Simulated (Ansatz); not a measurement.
Ansatz (an electronic-structure program) input (RPA@PBE/cc-pVQZ):

Ansatz 0.2 input:
```yaml
crystal:
  periodic: [false, false, false]
  atoms:
    - {symbol: Se, position_ang: [-1.69319154, 0.06242990, -0.02419136]}
    - {symbol: C, position_ang: [-0.00077143, -0.22172457, 0.47130751]}
    - {symbol: Se, position_ang: [1.69332767, -0.02330204, -0.05898055]}
basis:
  gaussian:
    orbitals: cc-pVQZ
hamiltonian:
  xc: pbe
total_charge: -1
magnetization: {spin_polarized: true, initial_magnetization: 1}
correlation: {method: rpa, electrons: outside_noble_gas}
```

Output:

```
Functional definition: PBE
integrals: 0.40 GiB planned
1209 factors; integrals over basis functions are off by at most 4.3e-4 eV
mean field: 0.90 GiB planned
mean field evaluation 1: about -131717.2932 eV, gradient 2.4e1 eV
mean field evaluation 2: about -131717.2890 eV, gradient 2.4e1 eV
mean field evaluation 4: about -131716.9690 eV, gradient 1.9e1 eV
mean field evaluation 8: about -131718.7387 eV, gradient 1.2e-1 eV
mean field evaluation 16: about -131718.7389 eV, gradient 8.1e-5 eV
mean field evaluation 32: about -131717.9926 eV, gradient 6.4e-1 eV
mean field -131718.73885462 eV, -4840.5743707394 hartree, gradient 5.2e-6 eV, S^2 0.754045; 6 other end points of the search recorded, 0 dependent functions left out
29 core orbitals not correlated
reference -131638.00639668 eV, -4837.6075076326 hartree; 9, 8 occupied and 153, 154 virtual orbitals, 1209 factors
Total energy: -131660.04321431 eV, -4838.4173457434 hartree
```
